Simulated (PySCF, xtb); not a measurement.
Si(F)(NHSiH3)3 (FH12N3Si4), SMILES [Si](F)(N[SiH3])(N[SiH3])N[SiH3].

GFN2-xTB in xtb at its own geometry gives an orbital gap of 5.28 eV and a dipole moment of 1.23 D.

Coordinates come from a B3LYP-D3(BJ)/def2-SVP optimisation. The values are those of a single conformer.

Question: What does PBE/def2-SVP (PySCF) give? (The exact figures need the calculation; the answer reports its results.)

Answer: gap 5.70 eV (levels -6.21 and -0.51 eV), dipole 2.23 D.
